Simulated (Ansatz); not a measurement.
CH2N2, SMILES `N#CN` (charge 0, multiplicity 1).

All values below come from Ansatz (a quantum-chemistry and plane-wave program) with HSE06/cc-pVTZ // B3LYP-D3(BJ)/def2-TZVP.

Ansatz 0.2 input:
```yaml
crystal:
  periodic: [false, false, false]
  atoms:
    - { symbol: N, position_ang: [1.879047, 0.097226, 0.597578] }
    - { symbol: C, position_ang: [0.753316, 0.019822, 0.352098] }
    - { symbol: N, position_ang: [-0.537232, -0.0903, 0.012284] }
    - { symbol: H, position_ang: [-1.056307, -0.807143, 0.497599] }
    - { symbol: H, position_ang: [-1.038818, 0.780396, -0.083302] }
basis:
  gaussian: { orbitals: cc-pVTZ }
hamiltonian:
  xc: hse06
```

Output:

```
Functional definition: HSE06
649 factors; their error is unknown
59 factors; integrals over basis functions are off by at most 9.6e-7 eV
mean field evaluation 1: about -4039.5172 eV, gradient 5.5e1 eV
mean field evaluation 2: about -4033.1343 eV, gradient 7.5e1 eV
mean field evaluation 4: about -4045.2201 eV, gradient 3.5e0 eV
mean field evaluation 8: about -4045.2412 eV, gradient 1.8e-1 eV
mean field -4045.24120995 eV, -148.6598725026 hartree, gradient 8.6e-5 eV, S^2 0.000000; 0 other end points of the search recorded, 0 dependent functions left out
reference -4045.24123424 eV, -148.6598733954 hartree; 11, 11 occupied and 107, 107 virtual orbitals, 649 factors
Total energy: -4045.24123424 eV, -148.6598733954 hartree
```
